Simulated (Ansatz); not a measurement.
CH3BCl2S⁺, that is BCl2(SMe) with one electron fewer. Total charge 1; doublet. Geometry PBE0-D4/def2-SVP; atoms count from 1.

```xyz
8

B     0.735   -0.041   -1.408
Cl    1.059   -1.713   -1.363
Cl    1.649    1.207   -2.121
S    -0.879    0.563   -0.586
C    -0.676    0.066    1.118
H    -0.425   -1.008    1.153
H    -1.617    0.283    1.641
H     0.154    0.643    1.565
```

Q: Estimate the Mulliken populations from the PBE0/def2-TZVP orbitals of Ansatz.

A: 
```tsv
atom	charge (e)	spin (α − β)
B1	0.11	-0.04
Cl2	0.10	0.03
Cl3	0.12	0.05
S4	0.38	0.90
C5	-0.36	-0.02
H6	0.22	0.03
H7	0.22	0.00
H8	0.22	0.04
```
Mulliken values depend strongly on the basis.

Q: Where does the spin sit?

A: Summed by element: B -0.04, Cl 0.08, S 0.90, C -0.02, H 0.08, of 1 unpaired in all. Largest on single atoms: S4 0.90, Cl3 0.05, H8 0.04.

Q: And the Mayer bond orders between heavy atoms (over 0.3)?

A: B1–Cl2 1.49 (1.70 Å); B1–Cl3 1.50 (1.70 Å); B1–S4 0.96 (1.91 Å); S4–C5 1.03 (1.79 Å).
